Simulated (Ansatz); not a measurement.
`[SiH3][SiH]1BC1` + `CC[SiH3]` → `CC[SiH2][SiH3]` + `B1C[SiH2]1` at 600 K and 1 bar (formal exchange of groups at the Si–Si bond).

Computed with Ansatz on PBE0-D4/def2-TZVP structures; ΔE is electronic, products minus reactants. CBS: MP2 limit from def2 TZ/QZ plus the TZ coupled-cluster correction, frozen cores. One conformer a species, not always the lowest.

```json
{"species": "`[SiH3][SiH]1BC1`", "CCSD(T)/CBS energy (Eh)": "-645.13977", "H − E (kJ/mol)": "251.5", "S (J/(mol·K))": "437.9"}
{"species": "`CC[SiH3]`", "CCSD(T)/CBS energy (Eh)": "-369.99568", "H − E (kJ/mol)": "287.7", "S (J/(mol·K))": "377.1"}
{"species": "`CC[SiH2][SiH3]`", "CCSD(T)/CBS energy (Eh)": "-660.27614", "H − E (kJ/mol)": "353.6", "S (J/(mol·K))": "473.2"}
{"species": "`B1C[SiH2]1`", "CCSD(T)/CBS energy (Eh)": "-354.85519", "H − E (kJ/mol)": "185.3", "S (J/(mol·K))": "343.3"}
```

H − E and S are ideal-gas, rigid-rotor, harmonic terms from PBE0-D4/def2-TZVP, for one conformer and one mirror image of each species. 1 Eh = 2625.50 kJ/mol, R = 8.31446 J/(mol·K).

By hand: ΔE, ΔH, ΔS and ΔG.

ΔE = (-660.27614) + (-354.85519) − (-645.13977) − (-369.99568) = 0.00412 Eh = 10.8 kJ/mol. Δ(H − E) = 353.6 + 185.3 − 251.5 − 287.7 = -0.3, so ΔH = 10.5 kJ/mol. ΔS = 473.2 + 343.3 − 437.9 − 377.1 = 1.5 J/(mol·K). ΔG = 10.5 − 600 × (1.5)/1000 = 9.6 kJ/mol.

By hand: the equilibrium constant, and the temperature at which ΔG would vanish if ΔH and ΔS stayed fixed.

log₁₀ K = −ΔG/(RT ln 10) = -0.8. ΔG = 0 at ΔH/ΔS = 7000 K, far beyond where these terms or the molecules hold.

The number of gas molecules stays the same, so ΔS is small and ΔH decides. A doubt of 5 kJ/mol in ΔE shifts log₁₀ K by 0.4 here. Other conformers and mirror images would add mixing entropy, several J/(mol·K) or more a flexible species. Modes under 60 cm⁻¹, often nearly free rotors, make the harmonic entropy too high. These are equilibria of isolated gas molecules and say nothing of rates. Largest T1 diagnostic: 0.014 (customary marks: 0.02 for closed shells, 0.045 for open ones).
